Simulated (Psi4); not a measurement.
HCu, singlet, geometry from GFN2-xTB (such geometries of metal compounds can be far from the true shape); Psi4 with CAM-B3LYP/cc-pVDZ.

Input for Psi4:
```
memory 2 GB

molecule {
0 1
  Cu   -0.00000000   -0.00000000   -0.04747396
  H     0.00000000    0.00000000    1.37674489
}

set basis cc-pvdz

energy('cam-b3lyp')
print_variables()
```

Task: Predict the main parts of the log of this Psi4 run.

Result: 
```
   => Loading Basis Set <=

    Name: CC-PVDZ
    Role: ORBITAL
    Keyword: BASIS

         ---------------------------------------------------------
                                   SCF
               by Justin Turney, Rob Parrish, Andy Simmonett
                          and Daniel G. A. Smith
                              RKS Reference
         ---------------------------------------------------------

  ==> Geometry <==

    Molecular point group: c2v
    Full point group: C_inf_v

    Geometry (in Angstrom), charge = 0, multiplicity = 1:

       Center              X                  Y                   Z               Mass
    ------------   -----------------  -----------------  -----------------  -----------------
         CU           0.000000000000     0.000000000000    -0.022449503696    62.929597720000
         H            0.000000000000     0.000000000000     1.401769346304     1.007825032230

  Running in c2v symmetry.

  Rotational constants: A = ************  B =      8.37834  C =      8.37834 [cm^-1]
  Rotational constants: A = ************  B = 251176.36442  C = 251176.36442 [MHz]
  Nuclear repulsion =   10.775127087687402

  Charge       = 0
  Multiplicity = 1
  Electrons    = 30
  Nalpha       = 15
  Nbeta        = 15

  ==> Algorithm <==

  SCF Algorithm Type is DF.
  DIIS enabled.
  MOM disabled.
  Fractional occupation disabled.
  Guess Type is SAD.
  Energy threshold   = 1.00e-06
  Density threshold  = 1.00e-06
  Integral threshold = 1.00e-12

  ==> Primary Basis <==

  Basis Set: CC-PVDZ
    Blend: CC-PVDZ
    Number of shells: 18
    Number of basis functions: 48
    Number of Cartesian functions: 54
    Spherical Harmonics?: true
    Max angular momentum: 3

  ==> DFT Potential <==

   => LibXC <=

    Version 7.1.2
    S. Lehtola, C. Steigemann, M. J. T. Oliveira, and M. A. L. Marques,  SoftwareX 7, 1–5 (2018) (10.1016/j.softx.2017.11.002)

   => Composite Functional: CAM-B3LYP <=

    CAM-B3LYP Hyb-GGA Exchange-Correlation Functional

    T. Yanai, D. P. Tew, and N. C. Handy,  Chem. Phys. Lett. 393, 51 (2004) (10.1016/j.cplett.2004.06.011)

    Deriv               =              1
    GGA                 =           TRUE
    Meta                =          FALSE

    Exchange Hybrid     =           TRUE
    MP2 Hybrid          =          FALSE

   => Exchange Functionals <=

    0.3500         Becke 88 [omega = 0.3300]
    0.4600   Short-range recipe for B88 functional - erf [omega = 0.3300]

   => Exact (HF) Exchange <=

    0.4600            HF,LR [omega = 0.3300]
    0.1900               HF

   => Correlation Functionals <=

    0.1900   Vosko, Wilk & Nusair (VWN5)
    0.8100   Lee, Yang & Parr

   => LibXC Density Thresholds  <==

    XC_HYB_GGA_XC_CAM_B3LYP:  1.00E-14

   => Molecular Quadrature <=

    Radial Scheme          =       TREUTLER
    Pruning Scheme         =           NONE
    Nuclear Scheme         =       TREUTLER

    Blocking Scheme        =         OCTREE
    BS radius alpha        =              1
    Pruning alpha          =              1
    Radial Points          =             75
    Spherical Points       =            302
    Total Points           =          43729
    Total Blocks           =            402
    Max Points             =            256
    Max Functions          =             48
    Weights Tolerance      =       1.00E-15

   => Loading Basis Set <=

    Name: (CC-PVDZ AUX)
    Role: JKFIT
    Keyword: DF_BASIS_SCF

  ==> Integral Setup <==

  SCF_SUBTYPE=INCORE selected. In-core MEM_DF algorithm will be used.
  Using in-core AOs.

  ==> MemDFJK: Density-Fitted J/K Matrices <==

    J tasked:                   Yes
    K tasked:                   Yes
    wK tasked:                  Yes
    Omega:                3.300E-01
    Algorithm:                 Core
    Schwarz Cutoff:           1E-12
    Mask sparsity (%):       0.0000
    Fitting Condition:        1E-10

   => Auxiliary Basis Set <=

  Basis Set: (CC-PVDZ AUX)
    Blend: CC-PVDZ-JKFIT + DEF2-UNIVERSAL-JKFIT
    Number of shells: 67
    Number of basis functions: 287
    Number of Cartesian functions: 402
    Spherical Harmonics?: true
    Max angular momentum: 6

  Minimum eigenvalue in the overlap matrix is 8.5413214286E-03.
  Reciprocal condition number of the overlap matrix is 2.2155332048E-03.
    Using symmetric orthogonalization.

  ==> Pre-Iterations <==

  SCF Guess: Superposition of Atomic Densities via on-the-fly atomic UHF (no occupation information).

   -------------------------
    Irrep   Nso     Nmo
   -------------------------
     A1        22      22
     A2         4       4
     B1        11      11
     B2        11      11
   -------------------------
    Total      48      48
   -------------------------

  ==> Iterations <==

                           Total Energy        Delta E     RMS |[F,P]|

   @DF-RKS iter SAD: -1638.47573790260549   -1.63848e+03   0.00000e+00
    Occupation by irrep:
             A1    A2    B1    B2
    DOCC [     9,    0,    3,    3 ]
    NA   [     9,    0,    3,    3 ]
    NB   [     9,    0,    3,    3 ]

   @DF-RKS iter   1: -1638.17843095573335    2.97307e-01   1.48625e-01 ADIIS
    Occupation by irrep:
             A1    A2    B1    B2
    DOCC [     8,    1,    3,    3 ]
    NA   [     8,    1,    3,    3 ]
    NB   [     8,    1,    3,    3 ]

   @DF-RKS iter   2: -1602.78444794697657    3.53940e+01   3.11026e-01 ADIIS
   @DF-RKS iter   3: -1639.66410860010160   -3.68797e+01   1.20084e-01 ADIIS
   @DF-RKS iter   4: -1641.07007067117206   -1.40596e+00   3.52261e-02 DIIS/ADIIS
   @DF-RKS iter   5: -1641.17897702140567   -1.08906e-01   1.88820e-02 DIIS/ADIIS
   @DF-RKS iter   6: -1641.22367775688031   -4.47007e-02   3.21377e-03 DIIS/ADIIS
   @DF-RKS iter   7: -1641.22507717102712   -1.39941e-03   1.53468e-04 DIIS/ADIIS
   @DF-RKS iter   8: -1641.22516450527951   -8.73343e-05   1.30814e-04 DIIS/ADIIS
   @DF-RKS iter   9: -1641.22518402055744   -1.95153e-05   4.88930e-05 DIIS
   @DF-RKS iter  10: -1641.22518446523191   -4.44674e-07   2.47379e-06 DIIS
   @DF-RKS iter  11: -1641.22518447079665   -5.56474e-09   1.84611e-06 DIIS
   @DF-RKS iter  12: -1641.22518447185303   -1.05638e-09   1.86907e-07 DIIS
  Energy and wave function converged.

  ==> Post-Iterations <==

   Electrons on quadrature grid:
      Ntotal   =   30.0000003940 ; deviation = 3.940e-07

    Orbital Energies [Eh]
    ---------------------

    Doubly Occupied:

       1A1  -323.062097     2A1   -38.858778     3A1   -34.066218
       1B1   -34.063257     1B2   -34.063257     4A1    -4.360540
       5A1    -2.861662     2B2    -2.851301     2B1    -2.851301
       6A1    -0.404474     3B2    -0.351335     3B1    -0.351335
       7A1    -0.342450     1A2    -0.342450     8A1    -0.294458

    Virtual:

       9A1    -0.041707     4B1     0.025328     4B2     0.025328
      10A1     0.099743    11A1     0.142262     5B1     0.244109
       5B2     0.244109    12A1     0.291782     6B1     0.486004
       6B2     0.486004     2A2     0.507187    13A1     0.507187
      14A1     0.557888    15A1     0.922439    16A1     1.050327
      17A1     1.344365     7B1     1.417667     7B2     1.417667
       8B2     1.575957     8B1     1.575957    18A1     2.068371
       9B2     2.854495     9B1     2.854495     3A2     2.861521
      19A1     2.861521    20A1     3.320621    21A1     4.905380
       4A2     4.905380    10B2     4.911844    10B1     4.911844
      11B2     4.955481    11B1     4.955481    22A1     5.232390

    Final Occupation by Irrep:
             A1    A2    B1    B2
    DOCC [     8,    1,    3,    3 ]
    NA   [     8,    1,    3,    3 ]
    NB   [     8,    1,    3,    3 ]

  @DF-RKS Final Energy: -1641.22518447185303

   => Energetics <=

    Nuclear Repulsion Energy =             10.7751270876874017
    One-Electron Energy =               -2309.3766660803603372
    Two-Electron Energy =                 710.0481200713776389
    DFT Exchange-Correlation Energy =     -52.6717655505577440
    Empirical Dispersion Energy =           0.0000000000000000
    VV10 Nonlocal Energy =                  0.0000000000000000
    Total Energy =                      -1641.2251844718530265

Computation Completed

Properties will be evaluated at   0.000000,   0.000000,   0.000000 [a0]

Properties computed using the SCF density matrix

 Multipole Moments:

 ------------------------------------------------------------------------------------
     Multipole            Electronic (a.u.)      Nuclear  (a.u.)        Total (a.u.)
 ------------------------------------------------------------------------------------

 L = 1.  Multiply by 2.5417464519 to convert [e a0] to [Debye]
 Dipole X            :          0.0000000            0.0000000            0.0000000
 Dipole Y            :          0.0000000            0.0000000            0.0000000
 Dipole Z            :         -2.5231204            1.4186812           -1.1044393
 Magnitude           :                                                    1.1044393

 ------------------------------------------------------------------------------------

  Variable Map:
  ----------------------------------------------------------------------------
  "CURRENT ENERGY"              =>   -1641.225184471853
  "CURRENT REFERENCE ENERGY"    =>   -1641.225184471853
  "DD SOLVATION ENERGY"         =>       0.000000000000
  "DFT FUNCTIONAL TOTAL ENERGY" =>   -1641.225184471853
  "DFT TOTAL ENERGY"            =>   -1641.225184471853
  "DFT VV10 ENERGY"             =>       0.000000000000
  "DFT XC ENERGY"               =>     -52.671765550558
  "GRID ELECTRONS ALPHA"        =>      15.000000197007
  "GRID ELECTRONS BETA"         =>      15.000000197007
  "GRID ELECTRONS TOTAL"        =>      30.000000394013
  "NUCLEAR REPULSION ENERGY"    =>      10.775127087687
  "ONE-ELECTRON ENERGY"         =>   -2309.376666080360
  "PCM POLARIZATION ENERGY"     =>       0.000000000000
  "PE ENERGY"                   =>       0.000000000000
  "SCF ITERATION ENERGY"        =>   -1641.225184471853
  "SCF ITERATIONS"              =>      12.000000000000
  "SCF TOTAL ENERGY"            =>   -1641.225184471853
  "TWO-ELECTRON ENERGY"         =>     710.048120071378
  "XC GRID RADIAL POINTS"       =>      75.000000000000
  "XC GRID SPHERICAL POINTS"    =>     302.000000000000
  "XC GRID TOTAL POINTS"        =>   43729.000000000000

  Array Variable Map:
  ----------------------------------------------------------------------------
  "CURRENT DIPOLE"              =>       0.000000000000 ... -1.104439278562 1 by 3
  "SCF DIPOLE"                  =>       0.000000000000 ... -1.104439278562 1 by 3
  "SCF TOTAL ENERGIES"          =>   -1638.475737902605 ... -1641.225184471853 1 by 13
```
